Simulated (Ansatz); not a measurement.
`[CH3][Al]([NH2])[SiH2][SiH3]`, charge 0, multiplicity 1.

**Question.** Give a relaxed structure at PBE0-D4/def2-TZVP (the Gaussian-basis code of Ansatz). (Best estimate.)

**Answer.** The calculation gave: 
Z-matrix (Å, degrees):
```
C
Al 1 1.950
H 1 1.095 2 110.8
H 1 1.093 2 112.5 3 120.7
H 1 1.095 2 111.1 3 -118.2
N 2 1.770 1 120.2 3 -119.5
Si 2 2.450 1 123.2 3 58.3
H 6 1.007 2 124.6 1 -179.7
H 6 1.008 2 125.3 1 -0.1
Si 7 2.340 2 110.7 1 -66.7
H 7 1.494 2 112.9 1 172.6
H 7 1.494 2 111.7 1 52.1
H 10 1.490 7 109.8 2 57.7
H 10 1.489 7 112.9 2 178.5
H 10 1.490 7 110.1 2 -60.6
```
This is one stationary point; other conformers may exist.
